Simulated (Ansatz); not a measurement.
Basis-set series for C3H10InN, SMILES `CC[N](C)[InH2]`. Total charge 0; spin multiplicity 1. In: def2 effective core potential. Geometry: relaxed with PBE0-D4/def2-TZVP. It is one conformer, not always the lowest.

| functional | basis | functions | energy (Eh) | HOMO (eV) | LUMO (eV) |
| --- | --- | --- | --- | --- | --- |
| PBE0-D4 | def2-SVP | 132 | -364.85206 | -5.89 | -1.07 |
| PBE0-D4 | def2-TZVPP | 314 | -365.05305 | -5.95 | -1.18 |
| ωB97M-V | def2-SVP | 132 | -364.89194 | -8.11 | 0.46 |
| ωB97M-V | def2-TZVPP | 314 | -365.10511 | -8.20 | 0.17 |

Task: Give the rows for def2-QZVPP. (Estimate.)

Result: Computed: 
```csv
functional,basis,functions,energy (Eh),HOMO (eV),LUMO (eV)
PBE0-D4,def2-QZVPP,610,-365.06516,-5.97,-1.20
ωB97M-V,def2-QZVPP,610,-365.11719,-8.21,0.09
```

Positive LUMOs are unbound and depend on the basis.
